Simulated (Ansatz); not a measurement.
HF2S (SMILES F[SH+]F), charge +1, singlet, at a GFN2-xTB geometry. Base run: CCSD(T)/def2-SV(P) (Ansatz, a program for electronic structure).

The Ansatz input:
Ansatz 0.2 input:
```yaml
crystal:
  periodic: [false, false, false]
  atoms:
    - {symbol: F, position_ang: [-1.18556377, -0.38157431, -0.34101821]}
    - {symbol: S, position_ang: [-0.00424330, 0.32563997, 0.40895379]}
    - {symbol: F, position_ang: [1.19449632, -0.35897911, -0.33431476]}
    - {symbol: H, position_ang: [-0.01250023, 1.45474129, -0.46526390]}
basis:
  gaussian:
    orbitals: def2-SV_P_.json
total_charge: 1
magnetization: {spin_polarized: false}
correlation: {method: ccsd_t}
```
The basis file holds def2-SV(P) in the JSON format of the Basis Set Exchange.

Variants of this job, named by their change:

```json
[
 {"change": "base", "ΔE vs base (kcal/mol)": "0.000", "MP2 correlation (Eh)": "-0.50505", "CC correlation without the perturbative part (Eh)": "-0.52305", "basis functions": "48"},
 {"change": "electrons = all", "ΔE vs base (kcal/mol)": "-7.86", "MP2 correlation (Eh)": "-0.51851", "CC correlation without the perturbative part (Eh)": "-0.53525", "basis functions": "48"},
 {"change": "method = mp2", "ΔE vs base (kcal/mol)": "18.85", "MP2 correlation (Eh)": "-0.50505", "CC correlation without the perturbative part (Eh)": "-", "basis functions": "48"},
 {"change": "accuracy = high", "ΔE vs base (kcal/mol)": "-0.006", "MP2 correlation (Eh)": "-0.50505", "CC correlation without the perturbative part (Eh)": "-0.52305", "basis functions": "48"},
 {"change": "reference functional = pbe0", "ΔE vs base (kcal/mol)": "0.75", "MP2 correlation (Eh)": "-", "CC correlation without the perturbative part (Eh)": "-0.54059", "basis functions": "48"},
 {"change": "electrons = outside_noble_gas", "ΔE vs base (kcal/mol)": "0.000", "MP2 correlation (Eh)": "-0.50505", "CC correlation without the perturbative part (Eh)": "-0.52305", "basis functions": "48"},
 {"change": "method = bccd", "ΔE vs base (kcal/mol)": "8.63", "MP2 correlation (Eh)": "-0.50505", "CC correlation without the perturbative part (Eh)": "-0.52134", "basis functions": "48"},
 {"change": "method = ccsd", "ΔE vs base (kcal/mol)": "7.56", "MP2 correlation (Eh)": "-0.50505", "CC correlation without the perturbative part (Eh)": "-0.52305", "basis functions": "48"},
 {"change": "method = rpa", "ΔE vs base (kcal/mol)": "-9.92", "MP2 correlation (Eh)": "-", "CC correlation without the perturbative part (Eh)": "-", "basis functions": "48"},
 {"change": "method = bccd_t", "ΔE vs base (kcal/mol)": "-0.244", "MP2 correlation (Eh)": "-0.50505", "CC correlation without the perturbative part (Eh)": "-0.52134", "basis functions": "48"}
]
```
